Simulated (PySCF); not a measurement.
Geometry:
```
atom   x (Å)   y (Å)   z (Å)
  C1   2.048   0.045   0.263
  C2   0.619  -0.005   0.778
  C3  -0.414  -0.206  -0.327
  C4  -0.611   1.025  -1.199
  O5   0.013   2.040  -1.067
  C6  -1.759  -0.660   0.211
  F7  -1.657  -1.803   0.889
  F8  -2.637  -0.860  -0.780
  F9  -2.285   0.252   1.034
 H10   2.317  -0.885  -0.264
 H11   2.194   0.887  -0.427
 H12   2.755   0.168   1.096
 H13   0.513  -0.826   1.504
 H14   0.376   0.927   1.312
 H15  -0.098  -1.017  -1.010
 H16  -1.388   0.920  -1.996
```

Geometry: PBE0-D3(BJ)/def2-SVP; GIAO absolute shieldings from PySCF 2.14.0 with density-fitted response routines, gas phase, non-relativistic, averaged over equivalent atoms.

At PBE0/pcSseg-1 (188 basis functions, 24 s wall time on 1 thread of an Arm Neoverse V1, shared host):
| atoms | σ (ppm) |
| --- | --- |
| C4 | -16.8 |
| C6 | 53.6 |
| C3 | 123.8 |
| C2 | 166.7 |
| C1 | 170.6 |
| O5 | -391.0 |
| F7/F8/F9 | 258.2 |
| H16 | 21.31 |
| H15 | 28.98 |
| H14 | 29.40 |
| H13 | 29.85 |
| H10/H11/H12 | 30.19 |

What do these become at wB97X-D/pcSseg-1?

Results:


| atoms | σ at wB97X-D/pcSseg-1 | change |
| --- | --- | --- |
| C4 | -17.5 | -0.7 |
| C6 | 53.7 | +0.1 |
| C3 | 124.0 | +0.2 |
| C2 | 167.0 | +0.3 |
| C1 | 170.6 | +0.0 |
| O5 | -388.2 | +2.8 |
| F7/F8/F9 | 261.7 | +3.5 |
| H16 | 21.53 | +0.22 |
| H15 | 29.12 | +0.14 |
| H14 | 29.55 | +0.15 |
| H13 | 29.99 | +0.14 |
| H10/H11/H12 | 30.29 | +0.10 |

The largest change is at F7/F8/F9 (fluorine of a CF3 group). Cost: 188 basis functions, 30 s wall time on 1 thread of an Arm Neoverse V1, shared host. The order of the carbon signals is the same at both levels.
